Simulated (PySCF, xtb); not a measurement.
Cl₄Te, SMILES Cl[Te-](Cl)(Cl)Cl, charge -1, multiplicity 2.

Harmonic wavenumbers (cm⁻¹) from GFN2-xTB (xtb) at its own minimum, in rising order: 49, 64, 79, 110, 136, 216, 266, 267, 337.

Question: What does PBE-D3(BJ)/def2-SVPD (PySCF) give at its own minimum? (The exact figures need the calculation; the answer reports its results.)

Answer: 26, 33, 92, 92, 110, 230, 261, 261, 264. Paired by order, the mean absolute difference is 23 cm⁻¹ and the zero-point energies are 2.2 and 2.0 kcal/mol.
